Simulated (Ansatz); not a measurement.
Ansatz results at the PBE0-D4/def2-TZVP geometry: size of the dipole moment (B3LYP/def2-TZVPP) 2.47 D; HOMO energy (B3LYP/def2-TZVPP) -7.92 eV; size of the dipole moment (ωB97M-V/def2-TZVPP) 2.48 D.

Each molecule was computed in one conformer, which needn't be the lowest.

Q: Which molecule gave them?
A. `BN(C=N)CF`
B. `NC1NCB1F`
C. `C[SiH](C)NP`
D. `BC[O][Al]([F])[SH]`

A: A. The others give `BC[O][Al]([F])[SH]`: 2.16, -7.57, 2.15; `C[SiH](C)NP`: 1.42, -6.90, 1.40; `NC1NCB1F`: 1.97, -6.60, 1.97.

B3LYP here is the variant with VWN-RPA as its local correlation; programs differ in this.
